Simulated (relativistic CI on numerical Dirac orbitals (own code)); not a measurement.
**V XIV: q coefficients and field-shift factors**

Calculated at this level of theory: Dirac-Coulomb-Breit CI, orbitals from a KLI potential per configuration, derivatives by finite differences, unscaled Slater integrals, QED left out (own radial code, finite nucleus).

Configuration list (outside the closed core 1s2): 2s2 2p6, 2s2 2p5 3s, 2s2 2p5 3p, 2s2 2p5 3d, 2s 2p6 3s, 2s 2p6 3p, 2s 2p6 3d, 2s2 2p4 3s2. Levels of other configurations are missing.

With x = (α/α₀)² − 1 an excitation energy changes as ω = ω₀ + qx; K = 2q/ω₀ is the relative enhancement. Terms are leading LS components, so labels can repeat. The field-shift factor is F = δν/δ⟨r²⟩ for the transition from the lowest level.

Lowest level 2s2 2p6 1S_0.

```
           Level  ω₀ (cm⁻¹)  q (cm⁻¹)          K  F (GHz/fm²)
2s2 2p5 3s 3P°_2    4182136    -25220    -0.0121         15.7
2s2 2p5 3s 3P°_1    4194927    -22820    -0.0109         15.7
2s2 2p5 3s 3P°_0    4239663     33130     0.0156         15.7
2s2 2p5 3s 1P°_1    4249089     30790     0.0145         15.6
 2s2 2p5 3p 3S_1    4379200    -10310   -0.00471         5.16
 2s2 2p5 3p 3D_2    4407539    -20210   -0.00917         5.48
 2s2 2p5 3p 3D_3    4411775     -9012   -0.00409         5.46
 2s2 2p5 3p 1P_1    4421745    -12010   -0.00543         5.49
 2s2 2p5 3p 3P_2    4431667     -8731   -0.00394          5.5
 2s2 2p5 3p 3P_0    4459625     14780    0.00663          5.5
 2s2 2p5 3p 3D_1    4462595     34760     0.0156         5.45
 2s2 2p5 3p 3P_1    4478666     44100     0.0197         5.42
 2s2 2p5 3p 1D_2    4479725     48060     0.0215         5.43
 2s2 2p5 3p 1S_0    4602388     15420     0.0067         5.52
2s2 2p5 3d 3P°_0    4684993     -7742   -0.00331         5.74
2s2 2p5 3d 3P°_1    4690251     -5043   -0.00215         5.75
2s2 2p5 3d 3P°_2    4700613    -834.4  -0.000355         5.79
2s2 2p5 3d 3F°_4    4703329     -6923   -0.00294         5.99
2s2 2p5 3d 3F°_3    4709361     -6983   -0.00297         5.99
2s2 2p5 3d 3F°_2    4720030     -4824   -0.00204         5.99
2s2 2p5 3d 3D°_3    4726759     -6386    -0.0027            6
2s2 2p5 3d 3D°_1    4752669     10020    0.00422         5.97
2s2 2p5 3d 3F°_2    4767985     47070     0.0197         5.95
```

At this charge energies of transitions that change n are usually good to better than 1 %, and those within a shell (Δn = 0) to a few per cent.
